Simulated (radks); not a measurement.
The osmium anion Os- inside a hard spherical wall (all orbitals vanish at R), configuration held at [Xe] 4f14 5d7 6s2 and not refilled when levels cross. Method: scalar-relativistic Kohn-Sham, PBE, spin-polarised, spherical densities, finite nucleus; open shells are filled with parallel spins first (spin-orbit coupling, left out, can overturn this in heavy ions); Fermi nuclear charge, rms radius 5.4126 fm; computed with a radial shooting solver on a logarithmic mesh with Libxc functionals. Eigenvalues in eV for spin up, with the zero of energy where the potential of the charges vanishes at infinity; a dash marks a level that is unbound or too diffuse for the functional's potential to be trusted. A positive occupied level is held by the wall or, in an anion where self-interaction has pushed it up, behind a barrier. The pressure on the wall is -dE/dV.

R (bohr)  E (hartree)  kinetic (hartree)    e(4f)    e(5p)   e(6s)   e(5d)  e(6p, empty)  e(7s, empty)  pressure (GPa)
15        -17250.8503          19112.254  -43.596  -43.226  -0.197   0.636         2.953         3.144         0.00185
10        -17250.8462          19112.274  -43.220  -42.840   0.092   0.996         3.894         5.674          0.0637
8         -17250.8332          19112.342  -42.623  -42.239   0.571   1.551         4.916         8.921           0.484
7         -17250.8119          19112.446  -41.942  -41.561   1.134   2.163         5.940        12.166            1.56
6         -17250.7563          19112.701  -40.626  -40.277   2.267   3.310         7.814        17.930            5.76
5         -17250.5946          19113.386  -37.892  -37.684   4.809   5.623        11.701        29.258            25.5
3.5       -17249.3129          19118.171  -25.996  -27.147  18.942  15.830        31.596        80.433             400
1.5       -17182.1234          19338.095   114.10   115.55  392.48  193.10        456.70        898.97          200000
